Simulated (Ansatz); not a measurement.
C2H5AlF2 (`C[CH2][Al]([F])[F]`). Charge 0, multiplicity 1.

Cartesian coordinates in Å:
```
C -0.427 1.061 0.684
C -0.560 -0.331 0.067
Al 0.995 -0.993 -0.879
F 2.365 -0.097 -1.048
F 1.016 -2.489 -1.563
H -1.346 1.362 1.194
H -0.210 1.820 -0.072
H 0.383 1.105 1.416
H -0.813 -1.073 0.835
H -1.404 -0.365 -0.633
```

Task: Give the diagnostics of a CCSD(T)/def2-TZVPP run (frozen core, Ansatz). (An estimate is asked.)

Result: Computed: T1 = 0.0115, largest single amplitude 0.028, largest double 0.017, (T) share of the correlation energy 3.1 %, 9 CCSD cycles. The RHF solution is stable towards an unrestricted one. T1 lies under the customary mark of 0.02 for closed shells.
